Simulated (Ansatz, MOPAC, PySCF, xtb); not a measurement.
Bond stretch in NH (cation, charge +1), lowest doublet found (which spin is the ground state isn't settled by this scan).

GFN1-xTB (xtb); PM3, unrestricted, heats of formation (MOPAC); UHF/LANL2DZ = unrestricted Hartree-Fock/LANL2DZ in PySCF; FCI = full CI/aug-cc-pVTZ, frozen core (Ansatz, a first-principles code).

Energies relative to the lowest point of each curve between 0.85 and 1.28 Å, where full CI is lowest, in kJ/mol; the last columns give the difference from FCI:

| R / Å | GFN1-xTB | PM3 | UHF/LANL2DZ | FCI | GFN1-xTB − FCI | PM3 − FCI | UHF/LANL2DZ − FCI |
|---|---|---|---|---|---|---|---|
| 0.74 | 380.3 | 146.0 | 390.5 | 375.9 | 4.4 | -229.9 | 14.6 |
| 0.79 | 232.4 | 82.4 | 241.8 | 236.6 | -4.2 | -154.2 | 5.2 |
| 0.85 | 119.2 | 32.4 | 124.2 | 125.4 | -6.2 | -92.9 | -1.1 |
| 0.89 | 71.0 | 12.8 | 73.1 | 76.2 | -5.2 | -63.3 | -3.1 |
| 0.93 | 38.4 | 2.5 | 38.3 | 42.0 | -3.6 | -39.5 | -3.7 |
| 0.97 | 17.6 | 0.0 | 16.4 | 19.6 | -2.0 | -19.6 | -3.2 |
| 1.00 | 7.9 | 2.5 | 6.6 | 9.0 | -1.1 | -6.5 | -2.4 |
| 1.02 | 3.8 | 5.9 | 2.7 | 4.4 | -0.6 | 1.5 | -1.7 |
| 1.06 | 0.0 | 16.3 | 0.0 | 0.0 | 0.0 | 16.3 | 0.0 |
| 1.10 | 1.0 | 30.3 | 2.8 | 0.9 | 0.1 | 29.4 | 1.9 |
| 1.15 | 7.5 | 51.5 | 12.1 | 7.8 | -0.3 | 43.7 | 4.3 |
| 1.20 | 18.4 | 74.9 | 25.8 | 19.2 | -0.9 | 55.7 | 6.6 |
| 1.28 | 42.5 | 113.7 | 53.1 | 43.8 | -1.4 | 69.9 | 9.3 |
| 1.37 | 75.8 | 155.8 | 87.2 | 76.6 | -0.7 | 79.3 | 10.6 |
| 1.49 | 122.8 | 208.3 | 130.5 | 122.9 | -0.1 | 85.4 | 7.7 |
| 1.62 | 170.7 | 264.8 | 166.2 | 171.6 | -0.9 | 93.2 | -5.4 |
| 1.82 | 235.1 | 354.6 | 197.5 | 238.4 | -3.3 | 116.2 | -41.0 |
| 2.03 | 288.7 | 426.2 | 221.5 | 295.5 | -6.9 | 130.7 | -74.1 |
| 2.26 | 331.3 | 467.2 | 243.3 | 343.5 | -12.2 | 123.8 | -100.2 |
| 2.55 | 365.7 | 489.5 | 263.0 | 385.1 | -19.4 | 104.4 | -122.0 |
| 2.94 | 388.7 | 500.6 | 277.6 | 416.0 | -27.3 | 84.6 | -138.3 |
| 3.46 | — | 504.0 | 284.9 | 431.6 | — | 72.4 | -146.7 |

GFN1-xTB is furthest from FCI at 2.94 (-27.3 kJ/mol, below); its mean absolute difference over the points is 4.8 kJ/mol.

PM3 is furthest from FCI at 0.74 (-229.9 kJ/mol, below); its mean absolute difference over the points is 77.8 kJ/mol.

UHF/LANL2DZ is furthest from FCI at 3.46 (-146.7 kJ/mol, below); its mean absolute difference over the points is 32.0 kJ/mol.

Dashes: no converged value, or the column stops at the first point that the program doubted or that broke a chosen test of continuity, which isn't proof of a fault.

The unrestricted determinant behind UHF/LANL2DZ is spin-contaminated at 0.74 to 3.46 Å (<S²> up to 1.8, against 0.75 for a pure doublet).
